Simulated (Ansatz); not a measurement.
Born–Oppenheimer molecular dynamics of Cl₂F₃H₂Ta (8 atoms, charge 0, multiplicity 1). It starts at the highest image of a converged band. Of that band: The profile has 2 maxima (images 2, 5) with wells between them (image 3): this band takes more than one step, which may be the mechanism or a detour left from its start path. A vibrational analysis at the climbing image gives one clearly imaginary mode, 129i cm⁻¹: a first-order saddle point.

The calculation used RKS r2SCAN/def2-SVP (Ansatz).

| Item | Value |
| --- | --- |
| ensemble | NVE (velocity Verlet) |
| time step | 0.5 fs |
| steps asked | 200 |
| starting velocities drawn for | 300 K |
| seed | 8751 |

First frame:

```xyz
8
Properties=species:S:1:pos:R:3
Ta -0.225 0.382 -0.109
Cl 2.585 -0.225 -0.427
F 0.317 0.801 1.642
F -0.211 0.259 -1.985
Cl -2.347 1.189 0.080
F -0.126 -1.466 0.154
H 0.896 1.756 -0.477
H 2.079 1.024 -0.542
```

How far do the bonds stretch over the last three quarters of this one trajectory? (Pairs bonded in most of those frames.)


```
   bond  mean (Å)  spread (Å)  shortest  longest
Ta1–Cl2     3.111       0.084      2.98     3.28
 Ta1–F3     1.878       0.028      1.84     1.93
 Ta1–F4     1.883       0.003      1.88     1.89
Ta1–Cl5     2.281       0.003      2.28     2.29
 Ta1–F6     1.879       0.006      1.86     1.89
 Ta1–H7     1.774       0.062      1.67     1.88
 Cl2–H8     1.299       0.026      1.26     1.35
```

Mean temperature of the second half: 221 K. The conserved energy stayed within 0.084 meV per atom of its start (net change -0.02 meV per atom), so the integration is sound. A run of 0.1 ps of so small a system gives no equilibrium averages. The orbitals stay closed-shell, which can raise the energy where a bond breaks towards radicals; this wasn't checked here.

The run took 14 min on 4 threads of Arm Neoverse V1, with other jobs on the host, peak memory 0.23 GiB.
